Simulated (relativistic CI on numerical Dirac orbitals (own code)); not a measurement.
# One change at a time: K XIX

Base calculation: Dirac-Coulomb-Breit CI, separate exchange-only KLI orbitals for each configuration, QED by a radiative potential.

Configuration list: 1s, 2s, 2p, 3s, 3p, 3d, 4s, 4p, 4d, 4f, 5s, 5p, 5d, 5f, 5g, 6s, 6p, 6d. Levels of other configurations are missing.

Variants: (1) QED terms removed; (2) non-relativistic limit. Shifts of the energy above 1s 2S_1/2, in eV, for the lowest level and the first level of each name with at least 55 % of one term (blank where a level changes its place among those of its configuration and J or its character, or is not in the variant):

```csv
Level,Base,Δ(1),Δ(2)
1s 2S_1/2,0.00,0.00,0.00
2p 2P°_1/2,3698.70,+1.36,-15.02
2s 2S_1/2,3698.89,+1.17,-15.21
2p 2P°_3/2,3704.69,+1.35,-21.01
3p 2P°_1/2,4385.67,+1.36,-19.83
3s 2S_1/2,4385.73,+1.30,-19.88
3d 2D_3/2,4387.44,+1.36,-21.60
3p 2P°_3/2,4387.45,+1.35,-21.60
3d 2D_5/2,4388.03,+1.36,-22.18
4p 2P°_1/2,4625.87,+1.36,-21.27
4s 2S_1/2,4625.89,+1.33,-21.29
4d 2D_3/2,4626.61,+1.36,-22.01
4p 2P°_3/2,4626.62,+1.36,-22.01
4f 2F°_5/2,4626.86,+1.36,-22.26
```
